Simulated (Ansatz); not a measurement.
Ideal-gas functions of `[F][SnH2][Br]` at 600 K and 1 bar, from an Ansatz frequency run at PBE0-D4/def2-TZVP.

Molar mass 219.63 g/mol, point group Cs (symmetry number 1), electronic degeneracy 1, moments of inertia 57.337, 342.882, 391.532 u Å². Harmonic wavenumbers (cm⁻¹, unscaled): 131, 269, 426, 501, 615, 649, 667, 1985, 2001.

Use S(trans) = R[1.5 ln M + 2.5 ln T − 1.1517]; rotational temperatures θ = 24.2544 K / I; S(rot) = R[ln(√π/σ · √(T³/θAθBθC)) + 1.5]; for each mode x = 1.438777 ν̃/T, S = R[x/(eˣ − 1) − ln(1 − e⁻ˣ)] and H = RT x/(eˣ − 1); 1 cm⁻¹ = 0.0119627 kJ/mol; R = 8.31446 J/(mol·K).

By hand: the entropy, in J/(mol·K).

Translation 190.6. Rotation: θ = 0.423, 0.0707, 0.0619 K, giving 123.2. Vibration, mode by mode: 17.98, 12.10, 8.49, 7.27, 5.80, 5.43, 5.24, 0.41, 0.40, in all 63.1. Electronic 0.0. Sum 376.9 J/(mol·K).

By hand: H − E and G − E in kJ/mol, counted from the electronic energy.

Zero-point energy ½ × 7244 × 0.0119627 = 43.3; thermal vibration 19.9; translation, rotation and pV give 4 RT = 20.0. H − E = 83.2 kJ/mol, and G − E = 83.2 − 600 × 376.9/1000 = -142.9 kJ/mol.

Vibration gives 17 % of the entropy, 18.0 J/(mol·K) of it from the mode under 150 cm⁻¹: soft modes count most, and the harmonic formula is weakest for them.
